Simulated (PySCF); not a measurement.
# Core-level binding energies of ZnMe(NH2)

ZnMe(NH2), CH5NZn (singlet state).
Z-matrix (Å and degrees, PBE0-D3(BJ)/def2-SVP geometry), rows numbered from 1:
```
Zn
C   1  1.9341
H   2  1.1013  1  111.76
H   2  1.1019  1  111.04  3  -120.20
H   2  1.1019  1  111.23  3   120.31
N   1  1.8236  2  176.02  3   167.13
H   6  1.0169  1  118.44  3    60.23
H   6  1.0168  1  118.66  7  -132.67
```

Level of theory: delta-SCF UKS SCAN, pcX-2 on the ionised atom (unc-x2c-TZVPall on a metal), pcseg-1 elsewhere, spin-free X2C in PySCF 2.14.0. Vertical ΔSCF values, vacuum level as zero.

Give the core binding energies atom by atom.

| atom(s) | environment | level | binding energy (eV) | count |
| --- | --- | --- | --- | --- |
| C2 | carbon bonded to Zn and 3 H | C 1s | 289.77 | 1 |
| N6 | nitrogen bonded to Zn and 2 H | N 1s | 403.63 | 1 |

Which effective nuclear charge Zeff reproduces each element's mean 1s value in the hydrogen-like formula E = 13.606 eV × Zeff²?

C (Z = 6): mean 289.8 eV, Zeff = 4.61, Z − Zeff = 1.39; N (Z = 7): mean 403.6 eV, Zeff = 5.45, Z − Zeff = 1.55. Means run over the listed sites, weighted by atom count.

Express the binding energy of N 1s of N6 in atomic units and per mole.

403.63 eV = 14.8331 Eh = 38944 kJ/mol.

Not every level is listed. No level of zinc is listed. Isolated species at its PBE0-D3(BJ)/def2-SVP geometry, gas phase. Metal 2p energies of this one-determinant scheme are less reliable than its 1s energies.
